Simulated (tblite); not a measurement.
Species: C5H8BFO2.
Geometry (GFN2-xTB, Å), atoms numbered from 1 in this order:
```xyz
17
C5H8BFO2 angstrom
F      2.4600    1.0857    1.7490
C      2.0969   -0.0327    1.0274
C      2.3995    0.1934   -0.4704
O      1.1291    0.2612   -1.0742
B      0.1721    0.0403   -0.1294
C     -1.3553    0.0276   -0.4042
C     -2.3192    0.5590    0.6360
C     -2.2643   -0.9009    0.3730
O      0.7379   -0.2051    1.1129
H      2.6365   -0.8690    1.4907
H      2.9326    1.1361   -0.6183
H      2.9669   -0.6325   -0.9070
H     -1.6451    0.2024   -1.4330
H     -3.1713    1.1204    0.2847
H     -1.8984    0.9242    1.5591
H     -1.8071   -1.5332    1.1173
H     -3.0776   -1.3648   -0.1638
```

Computed with GFN2-xTB (tblite): harmonic, unscaled wavenumbers at the GFN2-xTB geometry, gas phase. Against measured fundamentals such values can be off by several per cent, at times by over 20. One conformer, not necessarily the lowest.

Harmonic wavenumbers (cm⁻¹): 47.7, 83.6, 120.5, 140.8, 254.6, 340.0, 400.8, 464.6, 568.6, 595.9, 748.2, 801.3, 813.9, 864.6, 870.5, 938.4, 981.0, 989.9, 1005.3, 1047.6, 1059.0, 1069.7, 1071.1, 1099.5, 1110.4, 1125.2, 1160.9, 1162.0, 1225.2, 1244.5, 1255.2, 1281.0, 1301.2, 1377.7, 1429.7, 1446.7, 1480.0, 2911.3, 2952.1, 2965.0, 3057.8, 3089.3, 3092.3, 3106.0, 3121.2.

A = 3545, B = 1031, C = 894.8 MHz; mass 130.060 u (most abundant isotopes); point group C1, symmetry number 1.

Question: Zero-point energy?

Answer: ½Σν̃ = 28636 cm⁻¹ = 81.87 kcal/mol.

Question: What is S at 273.15 K and 1 bar for an ideal gas of classical rigid rotors and harmonic oscillators?

Answer: Translation 40.09, rotation 28.71, vibration 20.33: S = 89.1 cal/(mol K).

Question: And Cp and H(273.15 K) − H(0)?

Answer: Cp = 29.94 cal/(mol K), of which vibrations give 21.99 (their classical limit is 45 R = 89.4); H(273.15 K) − H(0) = 5.08 kcal/mol without the zero-point energy, 2.91 from vibrations.

Question: What must be added to the electronic energy to get the Gibbs energy at 273.15 K and 1 bar?

Answer: ZPE + [H(273.15 K) − H(0)] − T·S = 81.87 + 5.08 − 24.35 = 62.60 kcal/mol.

Question: Which modes carry the vibrational entropy at 273.15 K?

Answer: 47.7 cm⁻¹: 4.74; 83.6 cm⁻¹: 3.63; 120.5 cm⁻¹: 2.92; 140.8 cm⁻¹: 2.63; 254.6 cm⁻¹: 1.55; 340.0 cm⁻¹: 1.08 cal/(mol K); the other 39 give 3.79 together.

Question: How do the functions run with temperature in this model?

Answer: 
```tsv
T (K)	S (cal/(mol K))	Cp (cal/(mol K))	H − H(0) (kcal/mol)	G − H(0) (kcal/mol)	ln q(vib)
50	58.0	12.4	0.49	-2.41	0.44
100	67.8	16.1	1.20	-5.57	1.43
298.15	91.9	32.5	5.86	-21.53	5.36
373.15	100.0	40.1	8.59	-28.72	6.86
500	113.3	51.2	14.41	-42.26	9.49
750	137.2	65.9	29.22	-73.65	14.75
1000	157.4	74.8	46.88	-110.54	19.81
```

q(vib) and H(0) count from the zero-point level.

Hindered rotation and anharmonicity are outside this model. Other conformers, if any are populated, would add a mixing term that is left out. The structure is chiral; the term R ln 2 for an equal mix with its mirror image is left out.
